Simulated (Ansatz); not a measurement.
The same group exchange along the group B, Al, Ga.

Calculated with Ansatz (gas phase, PBE0-D4/def2-TZVP geometries, no zero-point term in ΔE). CCSD(T)/CBS is the MP2 limit (def2-TZVPP, def2-QZVPP) plus CCSD(T) − MP2 in def2-TZVPP, frozen cores. Functionals use def2-TZVPP. For Ga, Ge outer-core shells are correlated without core-valence functions, which leaves a few kJ/mol of doubt a bond. Scalar relativity is left out up to krypton.

```json
{"reaction": "`B[CH2][GeH3]` + `C=CC` → `BC=C` + `C[CH2][GeH3]`", "CCSD(T)/def2-SVP (eV)": "0.15", "r2SCAN-D4 (eV)": "0.23", "MP2/CBS(def2) (eV)": "0.19", "CCSD(T)/CBS(def2) (eV)": "0.18"}
{"reaction": "`[AlH2][CH2][GeH3]` + `C=CC` → `C=[CH][AlH2]` + `C[CH2][GeH3]`", "CCSD(T)/def2-SVP (eV)": "0.19", "r2SCAN-D4 (eV)": "0.25", "MP2/CBS(def2) (eV)": "0.23", "CCSD(T)/CBS(def2) (eV)": "0.22"}
{"reaction": "`[GaH2][CH2][GeH3]` + `C=CC` → `C=[CH][GaH2]` + `C[CH2][GeH3]`", "CCSD(T)/def2-SVP (eV)": "0.18", "r2SCAN-D4 (eV)": "0.24", "MP2/CBS(def2) (eV)": "0.22", "CCSD(T)/CBS(def2) (eV)": "0.21"}
```

Largest T1 diagnostic: 0.013, for `C=[CH][GaH2]`.
